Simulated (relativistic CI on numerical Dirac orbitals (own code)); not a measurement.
**What each ingredient does to the levels of Ir48+**

Base calculation: Dirac-Coulomb-Breit CI, separate exchange-only KLI orbitals for each configuration, a model potential for QED, unscaled Slater integrals.

Configurations in the expansion (outside the closed core [Ar]): 3d10 4s, 3d10 4p, 3d10 4d, 3d10 4f, 3d10 5s, 3d10 5p, 3d10 5d, 3d10 5f, 3d10 5g, 3d9 4p2, 3d10 6s, 3d10 6p, 3d8 4s 4p2, 3d9 4s2, 3d10 6d, 3d9 4p 4d. Levels of other configurations are missing.

Variants: (1) Breit term removed; (2) one mean potential for all configurations. Shifts of the energy above 3d10 4s 2S_1/2, in eV, for the lowest level and the first level of each name with at least 55 % of one term (blank where a level changes its place among those of its configuration and J or its character, or is not in the variant):

| Level | Base | Δ(1) | Δ(2) |
| --- | --- | --- | --- |
| 3d10 4s 2S_1/2 | 0.00 | 0.00 | 0.00 |
| 3d10 4p 2P°_1/2 | 105.11 | -1.23 | +0.05 |
| 3d10 4p 2P°_3/2 | 230.09 | +0.07 | +0.05 |
| 3d10 4d 2D_3/2 | 390.69 | +0.62 | +0.03 |
| 3d10 4d 2D_5/2 | 417.23 | +1.21 | +0.03 |
| 3d10 4f 2F°_5/2 | 588.46 | +1.58 | -0.11 |
| 3d10 4f 2F°_7/2 | 595.39 | +1.97 | -0.11 |
| 3d10 5s 2S_1/2 | 1087.35 | +1.21 | -0.14 |
| 3d10 5p 2P°_1/2 | 1138.47 | +0.60 | -0.11 |
| 3d10 5p 2P°_3/2 | 1197.37 | +1.19 | -0.11 |
| 3d10 5d 2D_3/2 | 1274.19 | +1.46 | -0.13 |
| 3d10 5d 2D_5/2 | 1287.07 | +1.76 | -0.13 |
| 3d10 5f 2F°_5/2 | 1363.18 | +1.95 | -0.17 |
| 3d10 5f 2F°_7/2 | 1367.18 | +2.11 | -0.17 |

At this charge energies of transitions that change n are usually good to better than 1 %, and those within a shell (Δn = 0) to a few per cent.

Ionisation energy from the two ground configurations alone: base 2721.03 eV; Breit term removed 2723.27 eV. The NIST ASD value (semi-empirical) is 2720.4 eV.

LS names give the leading component of a level, which can be under half, so a name can repeat, a term be missing and a line seem to break the LS rules.
